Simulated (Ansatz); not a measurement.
Species: C4H5N2, charge 1, multiplicity 1. It need not be the lowest isomer of its formula. 
Coordinates optimised at B3LYP-D3(BJ)/def2-TZVP (Ansatz, a first-principles code):
```
C
N 1 1.3478
H 2 1.0156 1 119.53
C 2 1.3501 3 118.95 1 180.00
N 4 1.3072 2 122.18 3 180.00
C 5 1.3369 4 118.01 2 0.00
C 1 1.3742 2 118.21 3 -180.00
H 7 1.0800 1 120.75 2 -180.00
H 1 1.0808 2 117.32 3 0.00
H 4 1.0831 5 120.59 6 180.00
H 6 1.0837 5 116.32 4 180.00
```
Charge +1, spin multiplicity 1.

Basis-set convergence of Hartree-Fock and CCSD(T) correlation energies (hartree) with Ansatz. Valence correlation only, unless marked. No spin-orbit coupling. Non-relativistic.

```csv
basis,functions,E(HF),"E(corr, CCSD(T))"
cc-pVDZ,109,-263.07373,-0.89052
cc-pVTZ,250,-263.14083,-1.07299
cc-pVQZ,480,-263.15769,-1.13064
```

Extrapolating the two largest sets (X = 3 and 4) as X^-3: E(corr) = (64·(-1.13064) - 27·(-1.07299))/37 = -1.1727 Eh, an estimate of the basis-set limit. The largest set recovers 96.4 % of it, the smallest 75.9 %.
